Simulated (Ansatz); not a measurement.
The first iterations of a band of CH₅FO₂Si (10 atoms, charge 0, multiplicity 1).

The calculation used RKS BLYP-D4/def2-SVP (Ansatz).

| Item | Value |
| --- | --- |
| movable images | 5 |
| climbing image | yes |
| spring | 5.0 eV/Å² |
| optimiser | fire |
| start path | through a guess of the saddle point |
| force threshold | 0.05 eV/Å |
| iteration limit | 60 |
| end points | relaxed |
| largest step | 0.5 Å |

Initial state:

```xyz
10
Properties=species:S:1:pos:R:3
Si -0.301 -0.246 0.266
F -0.767 -1.779 -0.110
C 1.095 0.243 -0.865
H 0.813 0.107 -1.928
O -1.675 0.704 0.151
O 0.254 -0.165 1.831
H 1.992 -0.377 -0.665
H 1.369 1.306 -0.711
H -2.346 0.407 -0.488
H -0.434 -0.201 2.520
```

Final state:

```xyz
10
Properties=species:S:1:pos:R:3
Si -0.325 -0.246 0.238
F -1.015 -1.621 -0.351
C 1.091 0.237 -0.871
H 1.880 -0.542 -0.854
O -1.554 0.883 0.356
O 0.284 -0.499 1.763
H 1.541 1.193 -0.535
H 0.752 0.361 -1.920
H -2.272 0.803 -0.297
H -0.381 -0.569 2.473
```

| iteration | highest image above the first end (eV) | largest band force component (eV/Å) |
| --- | --- | --- |
| 1 | 3.158 | 8.201 |
| 2 | 2.769 | 4.422 |
| 3 | 2.690 | 3.438 |
| 4 | 2.527 | 2.292 |
| 5 | 2.266 | 2.394 |
| 6 | 2.177 | 2.421 |
| 7 | 1.998 | 2.436 |
| 8 | 1.738 | 2.372 |
| 9 | 1.430 | 2.147 |
| 10 | 1.138 | 1.728 |
| 11 | 0.925 | 1.824 |
| 12 | 0.766 | 1.847 |
| 13 | 0.591 | 2.157 |
| 14 | 0.416 | 1.279 |
| 15 | 0.380 | 1.638 |

**Question.** Does the band converge within its limit, and where does its top end?

**Answer.** The run converged. It ended after 47 iterations with the highest image 0.046 eV above the first end. The order of the stationary point at the top wasn't checked.

Time of the run: 4.1 min on 2 threads of Intel(R) Xeon(R) Platinum 8488C (Sapphire Rapids), on a shared host, peak memory 0.15 GiB.
